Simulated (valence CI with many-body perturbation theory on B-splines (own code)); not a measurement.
## Fe VI: calculation against measured levels

Calculated by valence CI with perturbative core correlation (CI+MBPT): three valence electrons over a frozen Dirac-Fock core [Ar], a basis of 9 s, 9 p, 10 d, 8 f, 5 g, 3 h, 1 i functions for each j, with the one-electron correlation potential Σ1, the two-electron term Σ2, the three-electron term Σ3, Breit, model QED; selected CI, second order for the rest, scaled by the run's own slope (own B-spline code, finite nucleus).

Set against measurement, 33 paired levels are off by 487 cm⁻¹ on average, the worst by 1013. These come from a selection out of Corliss and Sugar, J. Phys. Chem. Ref. Data 11, 135 (1982). Levels without a partner in it may be off by more, other configurations by 1,000 to 8,000 cm⁻¹. The list stops below the first excitations out of the core.

Measured levels: Corliss and Sugar, J. Phys. Chem. Ref. Data 11, 135 (1982). Pairs share parity and J, and are chosen by configuration, term and nearness in energy; levels without a clear partner are left out. Some J values that the scan of the source had lost were assigned by a fit. Energies in cm⁻¹ above the measured ground level. The last column is blank where CI alone has no clear partner.

Names give the largest LS component (configuration and term), which can be under half, so a name can repeat, a term be missing and a line seem to break the LS rules; names also repeat where a configuration has a term twice. Letters in brackets count levels of one name in rising energy.

```tsv
Computed label	Label in the source	Measured	Computed	Difference	CI alone, difference
3d3 4F_3/2	3d3 4F	0	0.0	0	0
3d3 4F_5/2	3d3 4F	511.3	507.8	-4	-18
3d3 4F_7/2	3d3 4F	1188.3	1180.8	-7	-29
3d3 4F_9/2	3d3 4F	2000.6	1990.8	-10	-25
3d3 4P_1/2	3d3 4P	18738.3	19293.3	+555	+1633
3d3 4P_3/2	3d3 4P	18942	19494.6	+553	+1602
3d3 4P_5/2	3d3 4P	19610.8	20162.4	+552	+1590
3d3 2G_7/2	3d3 2G	20616.4	20330.5	-286	+648
3d3 2G_9/2	3d3 2G	21315	21016.5	-298	+628
3d3 2P_3/2	3d3 2P	26214.9	26736.0	+521	+620
3d3 2P_1/2	3d3 2P	26495.5	26982.6	+487	+264
3d3 2D_5/2 [a]	3d3 2D2	28484.3	29031.8	+548	+1305
3d3 2D_3/2 [a]	3d3 2D2	28627.9	29151.4	+523	+857
3d3 2H_9/2	3d3 2H	28724.3	27946.3	-778	+118
3d3 2H_11/2	3d3 2H	29202.9	28417.9	-785	+155
3d3 2F_7/2	3d3 2F	46217.3	46405.4	+188	+1891
3d3 2F_5/2	3d3 2F	46603.7	46789.8	+186	+1801
3d3 2D_5/2 [b]	3d3 2D1	71707.6	72720.7	+1013	+1239
3d3 2D_3/2 [b]	3d3 2D1	72048.9	73053.0	+1004	+1267
3d2 4s 4F_3/2	3d2(3F) 4s 4F	261841.4	261070.7	-771	-33656
3d2 4s 4F_5/2	3d2(3F) 4s 4F	262368.4	261595.3	-773	-33667
3d2 4s 4F_7/2	3d2(3F) 4s 4F	263135.9	262360.6	-775	-33673
3d2 4s 4F_9/2	3d2(3F) 4s 4F	264118.3	263342.7	-776	-33660
3d2 4s 2F_5/2	3d2(3F) 4s 2F	269140.2	268211.5	-929	-34466
3d2 4s 2F_7/2	3d2(3F) 4s 2F	270672.6	269738.7	-934	-34471
3d2 4s 2D_5/2	3d2(1D) 4s 2D	280901.5	280633.1	-268	-32556
3d2 4s 2D_3/2	3d2(1D) 4s 2D	281217.8	280919.8	-298	-32695
3d2 4s 4P_1/2	3d2(3P) 4s 4P	281477	281476.5	0	-31524
3d2 4s 4P_3/2	3d2(3P) 4s 4P	282035	281961.8	-73	-31678
3d2 4s 4P_5/2	3d2(3P) 4s 4P	282951.9	282844.4	-107	-31795
3d2 4s 2P_1/2	3d2(3P) 4s 2P	287919.2	287864.0	-55	-32105
3d2 4s 2P_3/2	3d2(3P) 4s 2P	288638.3	288577.4	-61	-32088
3d2 4s 2G_9/2	3d2(1G) 4s 2G	292313	291336.0	-977	-32650
3d2 4s 2G_7/2	3d2(1G) 4s 2G	292330.1	291352.4	-978	-32654
```

Over 33 excited levels the mean absolute difference is 487 cm⁻¹, the median 523 and the largest 1013. For the 33 levels that pair on every rung the mean is CI alone 15425, + Σ1 11004, + Σ2 859, + Σ3 560, + Breit 536, + QED 487. The comparison draws on a selection of the measured levels: 34 of the 35 computed ones have a partner in it, and others may be off by more.
